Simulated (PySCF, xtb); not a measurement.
C₂H₅ClFNSi, SMILES N[Si@H](Cl)/C=C/F. One conformer was computed; it need not be the lowest.

Harmonic wavenumbers (cm⁻¹) from xtb with GFN2-xTB at its own minimum, in rising order: 56, 92, 140, 143, 187, 262, 293, 405, 420, 489, 607, 683, 731, 778, 814, 915, 993, 1074, 1197, 1274, 1502, 1675, 2273, 3062, 3080, 3482, 3527.

Problem. What does PBE-D3(BJ)/def2-SVP run with PySCF 2.14.0 give at its own minimum? (The exact figures need the calculation; the answer reports its results.)

Solution. 80, 117, 164, 212, 255, 315, 346, 428, 448, 501, 697, 751, 811, 831, 860, 894, 944, 1119, 1161, 1296, 1491, 1656, 2197, 3099, 3110, 3482, 3580. Paired by order, the mean absolute difference is 41 cm⁻¹ and the zero-point energies are 43.1 and 44.1 kcal/mol.
